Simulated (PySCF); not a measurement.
H2Cl3NSn (SMILES [NH2][Sn]([Cl])([Cl])[Cl]), singlet, geometry from GFN2-xTB (such geometries of metal compounds can be far from the true shape) (core potentials on Sn); DF-B3LYP/def2-TZVPPD (PySCF).

The PySCF input:
```python
from pyscf import gto, scf, dft

mol = gto.Mole()
mol.atom = '''
    N     2.191430   -0.384786   -0.284297
    Sn    0.182762   -0.033147   -0.018771
    Cl   -0.963073   -1.318730   -1.535696
    Cl   -0.208711    2.191012   -0.434255
    Cl   -0.571723   -0.548198    2.126224
    H     2.418228   -1.351038   -0.070658
    H     2.743248    0.192447    0.342615
'''
mol.basis = 'def2-tzvppd'
mol.ecp = {'Sn': 'def2-tzvppd'}
mol.charge = 0
mol.spin = 0
mol.verbose = 4
mol.max_memory = 1800
mol.build()

mf = dft.RKS(mol)
mf.xc = 'b3lyp'
mf = mf.density_fit(auxbasis='def2-universal-jkfit')
mf.kernel()
```

### Question
Write the output that PySCF gives for this input, abridged.

### Answer

```
PySCF version 2.14.0

[INPUT] verbose = 4
[INPUT] num. atoms = 7
[INPUT] num. electrons = 82
[INPUT] charge = 0
[INPUT] spin (= nelec alpha-beta = 2S) = 0
[INPUT] symmetry False subgroup None
[INPUT] Mole.unit = angstrom
[INPUT] Symbol           X                Y                Z      unit          X                Y                Z       unit  Magmom
[INPUT]  1 N      2.191430000000  -0.384786000000  -0.284297000000 AA    4.141202521156  -0.727140156567  -0.537243468035 Bohr   0.0
[INPUT]  2 Sn     0.182762000000  -0.033147000000  -0.018771000000 AA    0.345370125978  -0.062638751851  -0.035472049084 Bohr   0.0
[INPUT]  3 Cl    -0.963073000000  -1.318730000000  -1.535696000000 AA   -1.819944207963  -2.492038532248  -2.902044850590 Bohr   0.0
[INPUT]  4 Cl    -0.208711000000   2.191012000000  -0.434255000000 AA   -0.394406629184   4.140412615636  -0.820623018223 Bohr   0.0
[INPUT]  5 Cl    -0.571723000000  -0.548198000000   2.126224000000 AA   -1.080399889115  -1.035944082034   4.017981039477 Bohr   0.0
[INPUT]  6 H      2.418228000000  -1.351038000000  -0.070658000000 AA    4.569788626755  -2.553091803880  -0.133524268510 Bohr   0.0
[INPUT]  7 H      2.743248000000   0.192447000000   0.342615000000 AA    5.183987411761   0.363672123494   0.647448516168 Bohr   0.0

nuclear repulsion = 502.114081763664
number of shells = 96
number of NR pGTOs = 403
number of NR cGTOs = 280
basis = def2-tzvppd
ecp = {'Sn': 'def2-tzvppd'}

******** <class 'pyscf.df.df_jk.DFRKS'> ********
method = DFRKS
initial guess = minao
damping factor = 0
level_shift factor = 0
DIIS = <class 'pyscf.scf.diis.CDIIS'>
diis_start_cycle = 1
diis_space = 8
diis_damp = 0
SCF conv_tol = 1e-09
SCF conv_tol_grad = None
SCF max_cycles = 50
direct_scf = False
XC library pyscf.dft.libxc version 7.1.2
    S. Lehtola, C. Steigemann, M. J. T. Oliveira, and M. A. L. Marques,  SoftwareX 7, 1–5 (2018)
XC functionals = b3lyp
    P. J. Stephens, F. J. Devlin, C. F. Chabalowski, and M. J. Frisch,  J. Phys. Chem. 98, 11623 (1994)
radial grids:
    Treutler-Ahlrichs [JCP 102, 346 (1995); DOI:10.1063/1.469408] (M4) radial grids

becke partition: Becke, JCP 88, 2547 (1988); DOI:10.1063/1.454033
pruning grids: <function nwchem_prune>
grids dens level: 3
symmetrized grids: False
atomic radii adjust function: <function treutler_atomic_radii_adjust>
small_rho_cutoff = 0
Set gradient conv threshold to 3.16228e-05
Initial guess from minao.
tot grids = 112120
******** <class 'pyscf.df.df.DF'> ********
auxbasis = def2-universal-jkfit
init E= -1614.53521472003
  HOMO = -0.623781852755526  LUMO = -0.540814573420259  gap/eV = 2.25765
cycle= 1 E= -1649.45816541506  delta_E= -34.9  |g|= 3.01  |ddm|= 32.2
  HOMO = -0.00497441554776467  LUMO = 0.00628578791867315  gap/eV = 0.30641
cycle= 2 E= -1646.53809411727  delta_E= 2.92  |g|= 5.45  |ddm|= 8.84
  HOMO = -0.292975754392651  LUMO = -0.0833231833930559  gap/eV = 5.70494
cycle= 3 E= -1651.15024083308  delta_E= -4.61  |g|= 0.419  |ddm|= 3.97
  HOMO = -0.289065329238979  LUMO = -0.111315279304269  gap/eV = 4.83683
cycle= 4 E= -1651.18387692341  delta_E= -0.0336  |g|= 0.171  |ddm|= 0.626
  HOMO = -0.311144761287814  LUMO = -0.11177348956581  gap/eV = 5.42517
cycle= 5 E= -1651.18995785139  delta_E= -0.00608  |g|= 0.0612  |ddm|= 0.209
  HOMO = -0.302565801301644  LUMO = -0.110015082562872  gap/eV = 5.23957
cycle= 6 E= -1651.19060201632  delta_E= -0.000644  |g|= 0.0251  |ddm|= 0.063
  HOMO = -0.3049670182049  LUMO = -0.110313715255999  gap/eV = 5.29679
cycle= 7 E= -1651.19074830085  delta_E= -0.000146  |g|= 0.0034  |ddm|= 0.0227
  HOMO = -0.304769966911442  LUMO = -0.110550257285287  gap/eV = 5.28499
cycle= 8 E= -1651.19075115576  delta_E= -2.85e-06  |g|= 0.000665  |ddm|= 0.00409
  HOMO = -0.304778015880897  LUMO = -0.110541385240898  gap/eV = 5.28545
cycle= 9 E= -1651.19075124986  delta_E= -9.41e-08  |g|= 0.00019  |ddm|= 0.000735
  HOMO = -0.304771526964591  LUMO = -0.110538031198461  gap/eV = 5.28536
cycle= 10 E= -1651.19075125755  delta_E= -7.69e-09  |g|= 6.47e-05  |ddm|= 0.000237
  HOMO = -0.304772617418954  LUMO = -0.110538217664942  gap/eV = 5.28539
cycle= 11 E= -1651.19075125859  delta_E= -1.04e-09  |g|= 1.64e-05  |ddm|= 7.98e-05
  HOMO = -0.304771482984771  LUMO = -0.110537981691552  gap/eV = 5.28536
cycle= 12 E= -1651.19075125865  delta_E= -5.78e-11  |g|= 6.96e-06  |ddm|= 1.93e-05
  HOMO = -0.304771690050556  LUMO = -0.110538700409025  gap/eV = 5.28535
Extra cycle  E= -1651.19075125864  delta_E= 1.14e-11  |g|= 9.07e-06  |ddm|= 1.61e-05
converged SCF energy = -1651.19075125864
```
